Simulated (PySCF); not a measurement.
A calculated (M06-L, PySCF 2.14, x2c-TZVPall, scalar relativity by spin-free X2C-1e) atom or ion has these occupied shells.

| shell | electrons | orbital energy (eV) | rms radius, mean of both spins (bohr) |
| --- | --- | --- | --- |
| 1s α | 1 | -27768.5 | 0.0341 |
| 1s β | 1 | -27768.5 | 0.0341 |
| 2s α | 1 | -4192.3 | 0.139 |
| 2s β | 1 | -4192.3 | 0.139 |
| 2p α | 3 | -3761.7 | 0.124 |
| 2p β | 3 | -3761.7 | 0.124 |
| 3s α | 1 | -818.30 | 0.371 |
| 3s β | 1 | -818.29 | 0.371 |
| 3p α | 3 | -675.47 | 0.373 |
| 3p β | 3 | -675.45 | 0.373 |
| 3d α | 5 | -454.21 | 0.353 |
| 3d β | 5 | -454.18 | 0.353 |
| 4s α | 1 | -141.52 | 0.905 |
| 4s β | 1 | -141.39 | 0.905 |
| 4p α | 3 | -98.897 | 0.985 |
| 4p β | 3 | -98.768 | 0.985 |
| 4d α | 5 | -37.129 | 1.26 |
| 4d β | 5 | -36.889 | 1.26 |
| 5s α | 1 | -23.638 | 2.47 |

Task: Name the element and its charge.

Result: In(2+) (indium, charge +2), in [Kr] 4d10 5s1, 2S determinant.
